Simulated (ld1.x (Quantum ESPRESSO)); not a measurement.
# What one change does to a pseudopotential (tin (Sn), TM)

Sn, norm-conserving Troullier–Martins (Kleinman–Bylander form), made with ld1.x (Quantum ESPRESSO) 7.5 (BP86, fully relativistic). Core [Kr] 4d10, reference 5s2 5p0 (charge +2). Waves: 5p (bound, empty): rc 2.30 bohr; 5s (bound): rc 2.15 bohr. Local part: the s channel. Core correction: Bessel-smoothed model core, default radius (core density twice the valence density).

Open shells are filled in proportion to 2j + 1 (rel_dist='average').

Change: core correction none.

Cutoffs: the cutoffs (Ry, on a coarse ladder) from which the occupation-weighted sum of valence levels, in a spherical-Bessel basis at the reference potential, stays within 10 and 1 mRy of its value at 400 Ry; they do not see the model core or the augmentation charge, which bear on the density cutoff. Errors are all-electron minus pseudo energies relative to the spin-unpolarised reference configuration.

Question: What does the change do?

Answer: The potential gets neither clearly harder nor softer (21 Ry and 30 Ry → 21 Ry and 30 Ry); of the 7 tests that both files solve, the error grows in 2 and shrinks in 0 by more than 15 % and 0.3 meV (median size 35.2 → 44.1 meV); neither file shows a bound ghost. The default core radius of the base comes out at 1.82 bohr.

```tsv
quantity	base	changed
cutoff, loose	21 Ry	21 Ry
cutoff, tight	30 Ry	30 Ry
bound ghosts	none	none
error for 5s2 5p2, meV [ΔE -21.19 eV]	-46	+44
error for 5s2 5p1, meV [ΔE -14.14 eV]	-21	+18
error for 5s1 5p0, meV [ΔE 31.17 eV]	-115	+98
error for 5s2 5p2.3, meV [ΔE -22.08 eV]	-50	+50
error for 5s1 5p2, meV [ΔE -6.49 eV]	-9.5	+43
error for 5s2 5p1.5, meV [ΔE -18.49 eV]	-35	+32
error for 5s1 5p3, meV [ΔE -14.20 eV]	-21	+72
s: phases at 2.51 bohr within 0.05 rad from the reference energy up to (Ry; the scan ends near 5)	1.6	1.6
p1/2: phases at 2.51 bohr within 0.05 rad from the reference energy up to (Ry; the scan ends near 5)	3.1	3.1
p3/2: phases at 2.51 bohr within 0.05 rad from the reference energy up to (Ry; the scan ends near 5)	2.8	2.8
```
